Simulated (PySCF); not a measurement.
Two probes of the same atoms: core binding energy and nuclear shielding

C₅H₄F₂.
Numbering: `[CH3:1][C:2]#[C:3]/[C:4]([F:5])=[CH:6]\[F:7]`

Binding energies: delta-SCF UKS SCAN, pcX-2 on the ionised atom, pcseg-1 elsewhere, spin-free X2C in PySCF 2.14.0. Shieldings: GIAO PBE0/pcSseg-1, non-relativistic, same geometry.

```json
{"atom": "C1", "isotropic shielding (ppm)": "181.1"}
{"atom": "C2", "isotropic shielding (ppm)": "74.7"}
{"atom": "C3", "isotropic shielding (ppm)": "113.9"}
{"atom": "C4", "isotropic shielding (ppm)": "39.1"}
{"atom": "C6", "isotropic shielding (ppm)": "27.2"}
```

Q: What are the C 1s binding energies of these atoms?

A: 
```
atom         environment  C 1s (eV)  isotropic shielding (ppm)
  C3       alkyne carbon     290.57                      113.9
  C2       alkyne carbon     290.67                       74.7
  C1  propargylic carbon     291.85                      181.1
  C6  vinylic C–F carbon     292.57                       27.2
  C4  vinylic C–F carbon     293.48                       39.1
```

Q: Among the listed atoms, is the one with the highest binding energy also the least shielded?

A: No. The highest binding energy is at C4 (293.48 eV, shielding 39.1 ppm), the lowest shielding at C6 (27.2 ppm, 292.57 eV).

By binding energy: C3 < C2 < C1 < C6 < C4. By shielding: C6 < C4 < C2 < C3 < C1.

The unrestricted hole states depart most from a pure doublet (⟨S²⟩ = 0.75; over 0.85 named) for C 1s of C2 (0.87), which makes this value less certain. Isolated species at its GFN2-xTB geometry, gas phase.
